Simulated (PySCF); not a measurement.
Question: Give a PBE0-D3(BJ)/def2-SVP geometry of `C[O][GeH2][S]C`.

Answer: 
```
atom  x, y, z in Å
C1    -2.0273   -0.4765   -0.0072
O2    -1.2389    0.5349    0.5590
Ge3   -0.0176    1.3680   -0.4333
S4     1.4324   -0.1174   -1.2011
C5     2.0617   -0.7437    0.3909
H6    -2.7661   -0.0766   -0.7281
H7    -2.5830   -0.9787    0.8003
H8    -1.4201   -1.2377   -0.5323
H9     0.6246    2.3529    0.5514
H10   -0.6634    2.0191   -1.6709
H11    2.6599    0.0173    0.9117
H12    1.2389   -1.0761    1.0384
H13    2.7046   -1.6038    0.1608
```

Orientation and origin are arbitrary. Atoms count from 1 in this order. Of the pairs four or more bonds apart, S4···H8 is among the closest relative to their van der Waals radii: 3.14 Å, 105 % of the sum of Bondi's values. Ge3 (germanium bonded to O, S and 2 H) is distorted tetrahedral (angles from 103.3° to 114.8°).

Bonds between heavy atoms (Å): C1–O2 1.402, O2–Ge3 1.781, Ge3–S4 2.213, S4–C5 1.823.

Method: PBE0-D3(BJ)/def2-SVP geometry optimisation, gas phase in PySCF 2.14.0.

Point group: C1 (no symmetry element, even within 0.4 Å). Not checked by PBE0-D3(BJ)/def2-SVP frequencies. One conformer, not necessarily the lowest (C1–O2–Ge3–S4 -59°, O2–Ge3–S4–C5 -60°).
